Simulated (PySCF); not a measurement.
C5H9OP.
Geometry (PBE0-D3(BJ)/def2-SVP, Å), atoms numbered from 1 in this order:
```xyz
16
C5H9OP angstrom
C     -1.129    0.541   -2.961
C     -0.668    0.466   -1.700
C     -0.739    1.640   -0.771
P      0.036   -1.155   -1.228
C      0.487   -0.873    0.378
O      1.074   -1.823    1.112
C      1.311   -1.521    2.463
H     -1.572    1.463   -3.352
H     -1.078   -0.315   -3.642
H     -1.200    2.506   -1.268
H      0.264    1.938   -0.425
H     -1.336    1.406    0.126
H      0.334    0.086    0.896
H      1.836   -2.379    2.901
H      1.945   -0.622    2.570
H      0.366   -1.362    3.012
```

Level: PBE0/pcSseg-1 and CAM-B3LYP/def2-SVPD in PySCF, non-relativistic, on one gas-phase PBE0-D3(BJ)/def2-SVP geometry that isn't relaxed in the solvent. The solvent is an IEF-PCM continuum (van der Waals radii × 1.2). Specific hydrogen bonds and non-electrostatic terms are outside this model.

Gas phase at PBE0/pcSseg-1: HOMO -5.97 eV, LUMO -1.19 eV, dipole 3.31 D.

What does the continuum do to the energy, the frontier levels and the dipole at PBE0/pcSseg-1 in dichloromethane and acetonitrile?

```
        solvent      ε  E(solvent) − E(gas) (kJ/mol)  polarisation term (kJ/mol)  distortion of the solute (kJ/mol)  HOMO (eV)  LUMO (eV)  dipole (D)
dichloromethane   8.93                        -19.84                      -24.28                               4.44      -6.08      -1.28        4.50
   acetonitrile  35.69                        -23.35                      -29.67                               6.32      -6.11      -1.30        4.73
```

Polarisation term: ½ Σ q·V over the induced surface charges. Distortion: the rise of the solute's own energy as its density leaves the gas-phase optimum. From dichloromethane to acetonitrile the lowering changes by a factor 1.18, Onsager's factor (ε − 1)/(2ε + 1) by 1.14 and ε itself by 4.0.

Which radius a makes the point-dipole formula ΔE = −[(ε − 1)/(2ε + 1)]·μ²/a³ give the value in acetonitrile, with the gas-phase dipole?

μ = 1.304 au and |ΔE| = 0.00889 Eh give a = 2.39 Å; the farthest nucleus lies 4.26 Å from the centroid of the nuclei, so such a sphere wouldn't even hold the nuclei. The formula assumes a rigid point dipole at the centre of a sphere.

Give the dipole vector in the frame of the coordinates (D, pointing from negative to positive charge), gas and acetonitrile.

Gas (0.17, 1.85, 2.74), solvent (0.24, 2.69, 3.89). Its length changes by +43 % and its direction by less than 1°.

Which Hirshfeld charges (PBE0/pcSseg-1) respond most in acetonitrile (means over atoms taken as equivalent)?

| atoms | environment | gas (e) | solvent (e) | change |
| --- | --- | --- | --- | --- |
| P4 | phosphorus bonded to 2 C | +0.025 | -0.040 | -0.065 |
| H13 | hydrogen on carbon | +0.038 | +0.057 | +0.019 |
| C5 | carbon bonded to O, P and H | -0.030 | -0.018 | +0.012 |
| C1 | terminal =CH2 carbon | -0.108 | -0.117 | -0.009 |
| H14/H15/H16 | methyl hydrogen | +0.050 | +0.059 | +0.009 |
| O6 | ether oxygen | -0.099 | -0.107 | -0.008 |

How do the nuclear quadrupole coupling constants eQVzz/h respond in acetonitrile?

```
  nucleus  Q (barn)  gas (MHz)  solvent (MHz)  η gas  η solvent
17O at O6   -0.0256     -11.27         -10.92   0.53       0.48
```

Gas phase at CAM-B3LYP/def2-SVPD: HOMO -7.15 eV, LUMO -0.16 eV, dipole 3.09 D.

What does the continuum do to the energy, the frontier levels and the dipole at CAM-B3LYP/def2-SVPD in acetonitrile?

```csv
solvent,ε,E(solvent) − E(gas) (kJ/mol),polarisation term (kJ/mol),distortion of the solute (kJ/mol),HOMO (eV),LUMO (eV),dipole (D)
acetonitrile,35.69,-21.79,-28.15,6.36,-7.25,-0.24,4.53
```

How does the static polarisability (CAM-B3LYP/def2-SVPD, frozen core, with the continuum's full static response) change?

```json
{"medium": "gas", "isotropic (au)": "101.3", "principal values (au)": "65.4, 86.8, 151.8", "⟨r²⟩ of the electrons (bohr²)": "1280.4"}
{"medium": "acetonitrile", "isotropic (au)": "144.9", "principal values (au)": "95.5, 122.1, 217.0", "⟨r²⟩ of the electrons (bohr²)": "1279.0"}
```

The isotropic value in acetonitrile is 1.43 times the gas-phase one; no cavity-field correction is applied. ⟨r²⟩ is taken about the centre of nuclear charge.
